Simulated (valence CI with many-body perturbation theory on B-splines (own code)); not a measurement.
## Re⁵²⁺: magnetic and hyperfine properties of the levels

Method: relativistic CI+MBPT: five valence electrons over a frozen Dirac-Fock core [Ar], a basis of 7 s, 7 p, 8 d, 6 f, 4 g, 1 h functions for each j, with the one-electron correlation potential Σ1, the two-electron term Σ2, the three-electron term Σ3, Breit, model QED; selected CI, second order for the rest, scaled by the run's own slope (own B-spline code, finite nucleus).

The last digits are not significant, and no measured levels were compared; by estimate large intervals hold to a few tenths of a per cent, small ones and those within an open d or f shell to about a per cent. Excitations out of the core, of the other parity, are not computed and may begin above about 253 eV (a cautious bound); beyond it only levels of the ground parity were kept, without lifetimes. Only levels of the ground parity were solved; by the run's estimate the other parity begins above the list, which can be wrong where configurations are misplaced.

A/g_I is the dipole constant over the nuclear g factor μ/I (μ in nuclear magnetons, uniformly magnetised nucleus), B/Q the quadrupole constant per barn. Both hold the static response of the core; the bare values leave it out. Large factors of s and p1/2 electrons are usually good to 5 to 10 %; those of open d and f shells near neutrality can be off by tens of per cent, and small factors of p3/2, d and f electrons come from cancelling terms and can be off by a factor of two or in sign, in half-filled shells by more. B is blank for J = 1/2, where it vanishes, and for nearly pure S terms. Energies count from the lowest level.

Levels are named by their leading jj configuration (3d3/2^4 stands for four electrons in 3d with j = 3/2), which in mixed levels can hold well under half, so a name can repeat and another be missing. Letters in brackets count levels of one name in rising energy.

```
                      Level  E (cm⁻¹)      g  A/g_I (MHz)  A/g_I bare  B/Q (MHz/b)  B/Q bare
      (3d3/2^4 3d5/2) J=5/2         0  1.275        38000       39000        72500     73100
(3d3/2^3 3d5/2^2) J=5/2 [a]    507320  1.330        23000       24200        27100     27300
(3d3/2^3 3d5/2^2) J=7/2 [a]    602470  1.158        45600       46300        78900     79600
   (3d3/2^3 3d5/2^2) J=11/2    612500  1.097        58800       59300        -2560     -2750
(3d3/2^3 3d5/2^2) J=3/2 [a]    618210  1.147        58200       58800        65100     65800
    (3d3/2^3 3d5/2^2) J=9/2    658910  1.129        52400       53000        80500     81300
(3d3/2^3 3d5/2^2) J=5/2 [b]    690130  1.128        54100       54700        -4710     -4720
    (3d3/2^3 3d5/2^2) J=1/2    721140  1.783       -30500      -27900                       
(3d3/2^3 3d5/2^2) J=7/2 [b]    726620  1.070        63900       64300       -86400    -87300
(3d3/2^3 3d5/2^2) J=3/2 [b]    868260  0.798       101000      101000       -84500    -85300
(3d3/2^2 3d5/2^3) J=5/2 [a]   1101000  1.308        18100       19200         4340      4400
(3d3/2^2 3d5/2^3) J=7/2 [a]   1172600  1.207        38700       39500        -3550     -3590
   (3d3/2^2 3d5/2^3) J=11/2   1175400  1.087        57400       57800         1300      1320
(3d3/2^2 3d5/2^3) J=9/2 [a]   1192200  1.139        49600       50200        -7710     -7800
   (3d3/2^2 3d5/2^3) J=13/2   1216300  1.065        61800       62200        -77.1     -69.1
(3d3/2^2 3d5/2^3) J=1/2 [a]   1233200  0.444       163000      162000                       
(3d3/2^2 3d5/2^3) J=3/2 [a]   1242900  1.161        48200       48800         2240      2240
(3d3/2^2 3d5/2^3) J=5/2 [b]   1251700  1.020        68100       68400        -7640     -7690
(3d3/2^2 3d5/2^3) J=9/2 [b]   1294700  1.096        56700       57200         1930      1950
(3d3/2^2 3d5/2^3) J=7/2 [b]   1314700  0.979        75800       75900        -1850     -1880
(3d3/2^2 3d5/2^3) J=5/2 [c]   1333200  1.046        64100       64400         7720      7770
(3d3/2^2 3d5/2^3) J=3/2 [b]   1336400  0.852        94000       93700         6260      6360
(3d3/2^2 3d5/2^3) J=7/2 [c]   1386600  1.028        68500       68800         2210      2230
(3d3/2^2 3d5/2^3) J=1/2 [b]   1387400  1.754       -39900      -37500                       
(3d3/2^2 3d5/2^3) J=9/2 [c]   1459000  1.102        55700       56200        25100     25400
(3d3/2^2 3d5/2^3) J=3/2 [c]   1586100  1.177        45100       45800       -20700    -21000
(3d3/2^2 3d5/2^3) J=5/2 [d]   1616700  1.177        44900       45600        18500     18700
  (3d3/2 3d5/2^4) J=5/2 [a]   1775800  1.232        27100       28000       -33100    -33300
  (3d3/2 3d5/2^4) J=7/2 [a]   1849700  1.177        44000       44700       -91500    -92400
     (3d3/2 3d5/2^4) J=11/2   1861400  1.067        60000       60300         1290      1480
  (3d3/2 3d5/2^4) J=3/2 [a]   1876000  0.987        64400       64500       -69200    -69900
      (3d3/2 3d5/2^4) J=9/2   1921900  1.111        53200       53700       -99800   -101000
  (3d3/2 3d5/2^4) J=5/2 [b]   1960400  1.106        53900       54400        15800     16000
  (3d3/2 3d5/2^4) J=7/2 [b]   1988600  1.012        67100       67300       102000    103000
      (3d3/2 3d5/2^4) J=1/2   2050400  1.308       -14600      -13500                       
  (3d3/2 3d5/2^4) J=3/2 [b]   2182900  0.859        99200       98900       101000    102000
            (3d5/2^5) J=5/2   2518300  1.150        42800       43400      -101000   -101000
```

**Question.** Take the isotope of mass number 187, with I = 5/2, μ = 3.209 μN and Q = 1.94 b. What is the hyperfine structure of (3d3/2^3 3d5/2^2) J=11/2?

**Answer.** From the table A = 75500 MHz, B = -4960 MHz. Shifts from the centre of gravity in MHz: F = 3: -1230000, F = 4: -925000, F = 5: -547000, F = 6: -93000, F = 7: 435000, F = 8: 1040000.
